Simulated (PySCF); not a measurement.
Al(Me)2(SH) (C₂H₇AlS), SMILES [CH3][Al]([SH])[CH3].

Geometry: B3LYP-D3(BJ)/def2-SVP. The structure was generated by enumeration; whether it is a known compound was not checked. One conformer was computed; it need not be the lowest.

Two levels are set side by side: TDDFT-PBE/def2-SVPD (PySCF) and TDDFT-M06-2X/def2-SVPD (PySCF). Vertical, same geometry. The lowest singlet is HOMO→LUMO+1 99 % with PBE and HOMO−1→LUMO+1 93 % with the other functional; states are paired by order. Differences are taken from unrounded values.

```
quantity                               TDDFT-M06-2X
-------------------------------------  ------------
lowest singlet excitation (eV)                 5.96
lowest triplet excitation (TDA) (eV)           5.35
first bright state (f over 0.05) (eV)          6.12
its oscillator strength                        0.05
```

What does TDDFT-PBE give, and how far is it from TDDFT-M06-2X? (An estimate is asked for; the answer gives what the named calculation found.)


| quantity | TDDFT-PBE | TDDFT-PBE minus TDDFT-M06-2X |
|---|---|---|
| lowest singlet excitation (eV) | 5.40 | -0.56 |
| lowest triplet excitation (TDA) (eV) | 4.70 | -0.65 |
| first bright state (f over 0.05) (eV) | 5.40 | -0.72 |
| its oscillator strength | 0.05 | 0.00 |

Functionals without exact exchange tend to place singlet excitations lower, as here. Differences between two approximate levels are no errors against the true value.

Rough cost on one machine, each run with all the roots and properties that it gave: TDDFT-M06-2X against TDDFT-PBE about 9 times.
